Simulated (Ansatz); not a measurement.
FH3S3Ti, SMILES `[F][Ti]([SH])([SH])[SH]`, relaxed with RKS PBE0-D4/def2-TZVP in the Gaussian-basis code of Ansatz from a GFN2-xTB geometry. The force threshold is 0.005 eV/Å; the program also tests the step.

Total charge 0; spin multiplicity 1.

Start:

```xyz
8

F    -0.148   -0.032   -1.841
Ti    0.009   -0.036   -0.143
S     2.123    0.624    0.429
S    -0.389   -2.112    0.725
S    -1.503    1.397    0.803
H     2.694   -0.224   -0.441
H    -1.691   -2.064    0.396
H    -1.096    2.447    0.072
```

```tsv
step	energy (eV)	largest force (eV/Å)	largest move (Å)
1	-58375.4832	1.026	0.000
2	-58375.5586	0.782	0.195
3	-58375.6046	0.251	0.070
4	-58375.6089	0.107	0.117
5	-58375.6094	0.041	0.088
6	-58375.6119	0.016	0.042
7 (rejected)	-58375.6119	0.039	0.011
8	-58375.6120	0.002	0.005
```

End:

```xyz
8

F    -0.244   -0.045   -1.828
Ti   -0.012   -0.003   -0.093
S     2.105    0.548    0.500
S    -0.434   -1.994    0.902
S    -1.356    1.501    0.940
H     2.597   -0.229   -0.488
H    -1.516   -2.172    0.115
H    -1.140    2.394   -0.050
```

Run time 15 s (2 threads of an AMD EPYC 7R13 on a shared host and a share of an NVIDIA H100 80 GB); peak host memory 0.94 GiB.
